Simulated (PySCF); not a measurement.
The 17-electron isoelectronic series, non-relativistic

Calculated with PySCF 2.14 from differences of total energies of unrestricted determinants, without spin-orbit coupling. Each ion has its own even-tempered basis scaled to its charge (17s11p5d4f for the first); frozen: 1s2. Ionisation energies in eV.

| ion | configuration | UHF | LDA | PBE | PBE0 | r2SCAN | MP2 (outer shells) | CCSD (outer shells) | NIST (with spin-orbit, Breit and QED) |
| --- | --- | --- | --- | --- | --- | --- | --- | --- | --- |
| Sr²¹⁺ | [Ne] 3s2 3p5 (2P) | 979.35 | 981.49 | 981.44 | 981.41 | 981.58 | 980.34 | 980.25 | 982.1 ± 1.1 (s) |
| Zr²³⁺ | [Ne] 3s2 3p5 (2P) | 1141.8 | 1143.9 | 1143.9 | 1143.9 | 1144.0 | 1142.7 | n/a | 1144.7 ± 1.2 (s) |
| Mo²⁵⁺ | [Ne] 3s2 3p5 (2P) | 1316.3 | 1318.5 | 1318.5 | 1318.4 | 1318.6 | 1317.2 | 1317.1 | 1319.6 ± 1.4 (s) |
| Ru²⁷⁺ | [Ne] 3s2 3p5 (2P) | 1502.9 | 1505.1 | 1505.2 | 1505.1 | 1505.3 | 1503.9 | n/a | 1506.7 ± 1.6 (s) |
| Pd²⁹⁺ | [Ne] 3s2 3p5 (2P) | 1701.7 | 1703.9 | 1704.0 | 1704.0 | 1704.1 | 1702.6 | 1702.5 | 1706.2 ± 1.8 (s) |
| Cd³¹⁺ | [Ne] 3s2 3p5 (2P) | 1912.5 | 1914.8 | 1915.0 | 1914.9 | 1915.0 | 1913.5 | 1913.4 | 1917.9 ± 2 (s) |
| Sn³³⁺ | [Ne] 3s2 3p5 (2P) | 2135.5 | 2137.8 | 2138.0 | 2137.9 | 2138.0 | 2136.4 | 2136.3 | 2142.1 ± 2.1 (s) |
| Te³⁵⁺ | [Ne] 3s2 3p5 (2P) | 2370.6 | 2372.9 | 2373.1 | 2373.0 | 2373.2 | 2371.5 | 2371.4 | 2386 ± 5 (t) |
| Xe³⁷⁺ | [Ne] 3s2 3p5 (2P) | 2617.7 | 2620.1 | 2620.4 | 2620.2 | 2620.4 | 2618.7 | 2618.6 | 2637 ± 4 (t) |
| Ba³⁹⁺ | [Ne] 3s2 3p5 (2P) | 2877.0 | 2879.4 | 2879.7 | 2879.6 | 2879.7 | 2878.0 | 2877.9 | 2901 ± 4 (t) |

Each ion has its own basis, which adds noise of up to about 0.1 % along the series.

NIST values marked (s) are semi-empirical, (t) theoretical. Open shells are high-spin determinants of the terms that Hund's rules give.

All relativistic terms are absent from the calculated values; where these lie close to NIST, scalar and spin-orbit shifts of opposite sign can cancel.
